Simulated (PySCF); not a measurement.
Sn(Cl)(SH)3 (ClH3S3Sn), SMILES [SH][Sn]([SH])([SH])[Cl].

Geometry: B3LYP-D3(BJ)/def2-SVP. The structure was generated by enumeration; whether it is a known compound was not checked. The def2 effective core potentials stand for the cores of Sn; spin–orbit coupling is left out. The values are those of a single conformer.

All values below come from TDA-PBE/def2-SVPD (PySCF 2.14.0).

Vertical excitations. Isolated molecule, no solvent.

Computed UV-visible absorptions:
```csv
state,energy (eV),λ (nm),f,main pairs
S1,3.31,374,0.009,HOMO→LUMO 97 %
S2,3.32,374,0.009,HOMO−1→LUMO 97 %
S3,3.43,361,0.021,HOMO−2→LUMO 98 %
S4,4.35,285,0.030,HOMO−3→LUMO 89 %
S5,4.35,285,0.030,HOMO−4→LUMO 89 %
S6,5.28,235,0.014,"HOMO→LUMO+1 32 %, HOMO−5→LUMO 27 %, HOMO−6→LUMO 18 %, HOMO−1→LUMO+1 11 %"
S7,5.28,235,0.014,"HOMO−1→LUMO+1 32 %, HOMO−6→LUMO 27 %, HOMO−5→LUMO 19 %, HOMO→LUMO+1 12 %"
S8,5.42,229,0.020,"HOMO→LUMO+1 44 %, HOMO→LUMO+3 12 %, HOMO−1→LUMO+2 11 %, HOMO−6→LUMO 9 %"
S9,5.42,229,0.020,"HOMO−1→LUMO+1 45 %, HOMO→LUMO+2 11 %, HOMO−1→LUMO+3 11 %, HOMO−2→LUMO+2 9 %"
S10,5.44,228,0.012,HOMO−2→LUMO+1 90 %
T1,2.99,414,0,HOMO→LUMO 99 %
T2,3.00,414,0,HOMO−1→LUMO 99 %
T3,3.07,404,0,HOMO−2→LUMO 100 %
T4,3.91,317,0,HOMO−3→LUMO 98 %
```
Triplets are in the Tamm–Dancoff approximation.
